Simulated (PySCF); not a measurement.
# Name the molecule from its bond curve

A diatomic of charge 0 contains In. Its quartet curve at UHF-CCSD in a double-zeta basis (spin-free X2C with a Gaussian nucleus, PySCF), in eV from the separated fragments:

```
R (Å)  E (eV)
1.988  -2.147
2.076  -2.383
2.143  -2.470
2.209  -2.499
2.275  -2.484
2.364  -2.414
2.474  -2.271
2.607  -2.052
```

The fit gives ωe = 492 cm⁻¹ and the rotational constant Bₑ = 0.3156 cm⁻¹.

Question: Which atom is the partner?

Answer: The minimum lies at 2.217 Å, so the reduced mass is 16.8576 u Å² cm⁻¹/(Bₑ·Re²) = 10.87 u. With In at 114.90 u the partner weighs about 12.0 u: C. The molecule is InC.

Correlated steps freeze 19 core orbitals. Spin–orbit coupling is left out. The state was picked by a PBE0 search and need not be the measured ground state.
